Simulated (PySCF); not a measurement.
AlH₂Br, SMILES [AlH2][Br]. Geometry: B3LYP-D3(BJ)/def2-TZVP.

PySCF with TDA-PBE0/def2-TZVPD puts the lowest singlet excitations at 5.11, 6.08, 6.20, 6.46, 6.76, 7.21 eV.

**Question.** What are the lowest excitation roots from ADC(2)/aug-cc-pVDZ in PySCF? (An estimate is asked for; the answer gives what the named calculation found.)

**Answer.** 5.57, 6.50, 6.88, 6.99, 7.11, 7.56 eV. S1 differs by 0.46 eV (second minus first; roots are paired by order, and the bases may differ).
